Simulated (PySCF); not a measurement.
## P+ (phosphorus, charge +1) across methods

[Ne] 3s1 3p3, high-spin 5S determinant (an excited configuration). Computed with PySCF 2.14 in x2c-TZVPPall (5s5p3d1f, 42 functions), with scalar relativity by spin-free X2C-1e.

```
   method  E (hartree)  mean ε 2p β (eV)  mean ε 3s α (eV)  mean ε 3p α (eV)  Σ⟨r²⟩ (bohr²)   ⟨S²⟩
      LDA    -340.1973           -135.22           -25.268           -16.027          21.28  6.000
      UHF   -341.01596           -157.65           -34.347           -21.221          21.28  6.000
      PBE    -341.3314           -135.22           -25.384           -16.068          21.18  6.000
     PBE0    -341.3670           -141.13           -27.772           -17.484          21.13  6.000
CAM-B3LYP    -341.4881           -142.14           -29.233           -18.656          21.19  6.000
  wB97M-V    -341.4586           -143.51           -29.903           -19.371          21.38  6.000
   r2SCAN    -341.4856           -137.44           -26.359           -16.494          21.04  6.000
  wB97X-V    -341.4309           -142.95           -30.522           -19.784          21.26  6.000
```
